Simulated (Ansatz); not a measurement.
`C[Si](F)(S)Br` → `F[Si]Br` + CH₃SH at 600 K and 1 bar (silylene formation by 1,1-elimination).

Computed with Ansatz on PBE0-D4/def2-TZVP structures; ΔE is electronic, products minus reactants. CCSD(T)/CBS adds triple-zeta CCSD(T) − MP2 to the extrapolated MP2 energy (def2 sets, frozen cores). This one scheme is used for every species. For Br outer-core shells are correlated without core-valence functions, which leaves a few kJ/mol of doubt a bond. Scalar relativity is left out up to krypton. One conformer a species, not always the lowest.

```
        species  CCSD(T)/CBS energy (Eh)  H − E (kJ/mol)  S (J/(mol·K))
`C[Si](F)(S)Br`              -3400.59521           197.7          463.9
      `F[Si]Br`              -2962.26094            37.1          324.0
          CH₃SH               -438.22835           152.3          296.8
```

H − E and S are ideal-gas, rigid-rotor, harmonic terms from PBE0-D4/def2-TZVP, for one conformer and one mirror image of each species. 1 Eh = 2625.50 kJ/mol, R = 8.31446 J/(mol·K).

Q: By hand: ΔE, ΔH, ΔS and ΔG.

A: ΔE = (-2962.26094) + (-438.22835) − (-3400.59521) = 0.10592 Eh = 278.1 kJ/mol. Δ(H − E) = 37.1 + 152.3 − 197.7 = -8.3, so ΔH = 269.8 kJ/mol. ΔS = 324.0 + 296.8 − 463.9 = 156.9 J/(mol·K). ΔG = 269.8 − 600 × (156.9)/1000 = 175.7 kJ/mol.

Q: By hand: the equilibrium constant, and the temperature at which ΔG would vanish if ΔH and ΔS stayed fixed.

A: log₁₀ K = −ΔG/(RT ln 10) = -15.3. ΔG = 0 at ΔH/ΔS = 1720 K.

The number of gas molecules changes by +1, which sets the sign of ΔS. A doubt of 5 kJ/mol in ΔE shifts log₁₀ K by 0.4 here. Other conformers and mirror images would add mixing entropy, several J/(mol·K) or more a flexible species. These are equilibria of isolated gas molecules and say nothing of rates. Largest T1 diagnostic: 0.012 (customary marks: 0.02 for closed shells, 0.045 for open ones).
